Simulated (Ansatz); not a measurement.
Reactions of CH$_{7}$NO$_{3}$Si (`CO[Si](N)(O)O`).

Program: Ansatz. Geometries: PBE0-D4/def2-TZVP. ΔE: electronic, gas phase. CCSD(T)/CBS is the MP2 limit (def2-TZVPP, def2-QZVPP) plus CCSD(T) − MP2 in def2-TZVPP, frozen cores. This one scheme is used for every species. Functionals use def2-TZVPP. Triplets are unrestricted, without spin–orbit coupling. One conformer a species, not always the lowest.

```
                                                     reaction  MP2/CBS(def2) (eV)  ωB97X-V (eV)  CCSD(T)/CBS(def2) (eV)
               `CO[Si](N)(O)O` + H–F → `N[Si](O)(O)F` + CH₃OH               -0.41         -0.47                   -0.44
              `CO[Si](N)(O)O` → `CO[Si]N` + hydrogen peroxide                7.70          7.22                    7.35
`CO[Si](N)(O)O` + `CB[SiH2]N` → `N[SiH2][Si](N)(O)O` + `CBOC`               -0.44         -0.45                   -0.43
         `CO[Si](N)(O)O` → `[CH2]` (triplet) + `N[Si](O)(O)O`                3.99          4.09                    3.92
```

Largest T1 diagnostic: 0.013, for `CO[Si]N`.
